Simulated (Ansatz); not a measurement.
`O=CC[SiH2]O` and `NC[SiH2]O` differ in one atom or group.

Ansatz, PBE0-D4/def2-TZVP geometries, multiplicity 1. Each molecule was computed in one conformer, which needn't be the lowest.

```tsv
property	`O=CC[SiH2]O`
HOMO energy (PBE/def2-TZVPP) / eV	-6.20
LUMO energy (PBE/def2-TZVPP) / eV	-2.30
HOMO energy (B3LYP/def2-TZVPP) / eV	-7.57
size of the dipole moment (PBE/def2-TZVPP) / D	2.63
HOMO energy (ωB97M-V/def2-TZVPP) / eV	-10.18
HOMO–LUMO gap (PBE/def2-TZVPP) / eV	3.90
```

Give the same properties after the change, and the shifts. (An estimate is asked.)

Computed: 
| property | `NC[SiH2]O` | shift |
| --- | --- | --- |
| HOMO energy (PBE/def2-TZVPP) / eV | -5.81 | 0.39 |
| LUMO energy (PBE/def2-TZVPP) / eV | -0.40 | 1.90 |
| HOMO energy (B3LYP/def2-TZVPP) / eV | -7.04 | 0.53 |
| size of the dipole moment (PBE/def2-TZVPP) / D | 2.91 | 0.28 |
| HOMO energy (ωB97M-V/def2-TZVPP) / eV | -9.63 | 0.55 |
| HOMO–LUMO gap (PBE/def2-TZVPP) / eV | 5.41 | 1.51 |

With PBE0 the HOMO rises by 0.53 eV and the LUMO rises by 1.66 eV, so the gap widens by about 1.13 eV. PBE moves the HOMO by 0.39 eV and ωB97M-V by 0.55 eV. Dipoles are sizes alone; their direction can turn.

B3LYP here is the variant with VWN-RPA as its local correlation; programs differ in this.
